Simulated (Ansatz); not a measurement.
Calculated with Ansatz (gas phase, PBE0-D4/def2-TZVP geometries, no zero-point term in ΔE). CCSD(T)/CBS adds triple-zeta CCSD(T) − MP2 to the extrapolated MP2 energy (def2 sets, frozen cores). Functionals use def2-TZVPP. B3LYP here is the variant with VWN-RPA as its local correlation; programs differ in this. For Ge, Se outer-core shells are correlated without core-valence functions, which leaves a few kJ/mol of doubt a bond. Scalar relativity is left out up to krypton. One conformer a species, not always the lowest.

`[NH2][GeH2][B](O)O` + `C[SeH]` → `C[Se]B(O)O` + `[NH2][GeH3]`  (cleavage of the B–Ge bond)

`[NH2][GeH2][B](O)O`:

Cartesian coordinates in Å:
```
N -0.923 -1.386 1.445
Ge -0.932 -0.452 -0.156
B 0.722 0.787 -0.475
O 1.216 1.130 -1.701
O 1.346 1.285 0.623
H -0.151 -2.038 1.501
H -0.842 -0.765 2.241
H -2.236 0.372 -0.162
H -1.043 -1.516 -1.271
H 0.750 0.735 -2.439
H 2.094 1.850 0.394
```

`C[SeH]`:

```xyz
6

C    -0.088    0.375    0.387
Se    0.894   -0.457   -1.076
H    -1.073    0.694    0.054
H     0.493    1.249    0.679
H    -0.165   -0.305    1.232
H    -0.060   -1.556   -1.274
```

`C[Se]B(O)O`:

```xyz
10

C     0.047   -1.342   -1.269
Se    0.584    0.529   -1.160
B     0.026    0.887    0.683
O    -0.545   -0.110    1.408
O     0.196    2.114    1.257
H    -1.025   -1.426   -1.107
H     0.587   -1.922   -0.526
H     0.302   -1.683   -2.271
H    -0.776    0.183    2.295
H     0.604    2.770    0.690
```

`[NH2][GeH3]`:

Z-matrix (Å, degrees):
```
Ge
N 1 1.843
H 1 1.536 2 106.9
H 1 1.548 2 114.5 3 -120.5
H 1 1.536 2 106.8 3 119.0
H 2 1.011 1 113.7 3 59.1
H 2 1.011 1 113.6 3 -176.9
```

| level | ΔE (kcal/mol) | difference from CCSD(T)/CBS |
| --- | --- | --- |
| PBE-D4 | -15.1 | 1.4 |
| r2SCAN-D4 | -17.0 | -0.5 |
| B3LYP-D4 | -15.9 | 0.6 |
| ωB97X-V | -16.2 | 0.3 |
| ωB97M-V | -16.3 | 0.2 |
| B3LYP | -15.2 | 1.3 |
| HF/def2-TZVPP | -17.9 | -1.4 |
| CCSD/def2-TZVPP | -16.3 | 0.2 |
| CCSD(T)/def2-TZVPP | -16.3 | 0.2 |
| MP2/CBS(def2) | -18.3 | -1.8 |
| CCSD(T)/CBS | -16.5 | 0 |

Largest T1 diagnostic among the species: 0.012.

From PBE to PBE0 (25 % exact exchange), in def2-TZVPP and without D4, ΔE moves by −1.2 kcal/mol.
